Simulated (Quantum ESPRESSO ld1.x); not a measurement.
Values are calculated unless marked as measured or tabulated.
Task: The mean radii <r> (bohr) of the occupied orbitals of an atom or ion are listed with their occupations. Level of theory: scalar-relativistic Kohn-Sham, LDA (Slater exchange, VWN5 correlation), spin-polarised, spherical densities, point nucleus (ld1.x of Quantum ESPRESSO 7.5).

| orbital | occ. | <r> |
|---|---|---|
| 1s down | 1 | 0.01579 |
| 1s up | 1 | 0.01579 |
| 2s up | 1 | 0.06650 |
| 2s down | 1 | 0.06650 |
| 2p up | 3 | 0.06057 |
| 2p down | 3 | 0.06057 |
| 3s up | 1 | 0.1712 |
| 3s down | 1 | 0.1711 |
| 3p up | 3 | 0.1731 |
| 3p down | 3 | 0.1730 |
| 3d up | 5 | 0.1568 |
| 3d down | 5 | 0.1566 |
| 4s up | 1 | 0.3606 |
| 4s down | 1 | 0.3610 |
| 4p up | 3 | 0.3786 |
| 4p down | 3 | 0.3791 |
| 4d up | 5 | 0.3839 |
| 4d down | 5 | 0.3846 |
| 4f up | 4 | 0.3649 |

Name the element and its charge. Open shells, if any, are filled with parallel spins first.

Result: Z = 83, bismuth, charge +33: Bi33+ in [Kr] 4d10 4f4. The 1s radius gives Z: for a bare nucleus <r> = (2 gamma + 1)/(2Z) with gamma = sqrt(1 - (Z/c)^2), 0.01561 bohr for Z = 83, and screening makes it slightly larger (0.01579 here). The occupations add up to 50, and the charge is Z minus that.
